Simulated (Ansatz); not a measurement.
Consider the redistribution: `NB[SiH2]O` + `C[O][GeH2][SeH]` → `NB[SiH2][SeH]` + `C[O][GeH2][OH]`.

Calculated with Ansatz (gas phase, PBE0-D4/def2-TZVP geometries, no zero-point term in ΔE). CCSD(T)/CBS is the MP2 limit (def2-TZVPP, def2-QZVPP) plus CCSD(T) − MP2 in def2-TZVPP, frozen cores. For Ge, Se outer-core shells are correlated without core-valence functions, which leaves a few kJ/mol of doubt a bond. Scalar relativity is left out up to krypton. Each species was taken in one conformer, which may not be the lowest.

```json
{"level": "HF/def2-TZVPP", "ΔE (kcal/mol)": "11.4"}
{"level": "SCS-MP2/def2-QZVPP", "ΔE (kcal/mol)": "10.6"}
```

(1) What does CCSD(T)/CBS give? (Estimate.)

Largest T1 diagnostic among the species: 0.013.

Answers

(1) Computed: +10.6 kcal/mol. The listed levels differ from it by 0.8, 0.0 kcal/mol.
